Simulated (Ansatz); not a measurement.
BH$_{3}$OTe (`OB[TeH]`), relaxed with RKS PBE-D4/def2-SVP in Ansatz from a rough embedded geometry. The force threshold is 0.03 eV/Å; the program also tests the step.

Total charge 0; spin multiplicity 1. Te: def2 effective core potential.

Start:

```xyz
6

O    -0.768   -1.023   -0.725
B    -0.447    0.046    0.175
Te    1.649    0.487    0.680
H    -0.864   -1.781   -0.048
H    -1.338    0.716    0.612
H     1.767    1.554   -0.694
```

Task: By how much does the energy fall, and how many steps does the optimiser take? (Estimate.)

Result: Ansatz gave: 1.32 eV, in 14 steps.

Task: Which bonds change most? (An estimate is asked.)

Result: Ansatz gave: O1–B2 from 1.434 to 1.357 Å; Te3–H6 from 1.744 to 1.677 Å; O1–H4 from 1.020 to 0.974 Å; B2–H5 from 1.197 to 1.214 Å.

Task: Give the relaxed structure. (An estimate is asked.)

Result: The calculation gave: 
```xyz
6

O    -1.132   -1.167   -0.059
B    -0.472    0.017    0.004
Te    1.710    0.205    0.004
H    -0.571   -1.961   -0.106
H    -1.140    1.029    0.063
H     1.604    1.876    0.095
```
